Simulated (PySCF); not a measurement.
# Correlation energy of V (vanadium, neutral)

[Ar] 3d3 4s2, high-spin 4F determinant. Calculation: PySCF 2.14, in aug-cc-pVDZ; no relativity, point nucleus. Frozen: [Ar]; 5 electrons correlated.

| level | correlation energy (mhartree) |
| --- | --- |
| CCSD | -65.77 |
| (T) | -1.93 |
| CCSD(T) | -67.70 |

Diagnostics: T1 = 0.024, D1 = 0.0621, largest double amplitude 0.067.

Cost of the coupled-cluster step: roughly 2.9 core-seconds, for 5 correlated electrons.
